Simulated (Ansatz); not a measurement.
Molecule: GaH, net charge 0, singlet state. 
Geometry from a B3LYP-D3(BJ)/def2-TZVP (Ansatz, a first-principles code) optimisation:
```xyz
2

Ga     0.0000     0.0000    -0.0528
H      0.0000     0.0000     1.6363
```

Basis-set convergence of Hartree-Fock and CCSD(T) correlation energies (hartree) with Ansatz. Valence correlation only, unless marked. Spin-orbit coupling is left out. The frozen core is the preceding noble-gas configuration, with the filled d and f shells of earlier blocks. No relativistic terms.

| basis | functions | E(HF) | E(corr, CCSD(T)) |
|---|---|---|---|
| def2-SVP | 37 | -1923.54955 | -0.07083 |
| def2-TZVPP | 62 | -1923.79936 | -0.07966 |
| def2-QZVPP | 119 | -1923.83966 | -0.08212 |

Extrapolating the two largest sets (X = 3 and 4) as X^-3: E(corr) = (64·(-0.08212) - 27·(-0.07966))/37 = -0.0839 Eh, an estimate of the basis-set limit. The largest set recovers 97.9 % of it, the smallest 84.4 %.
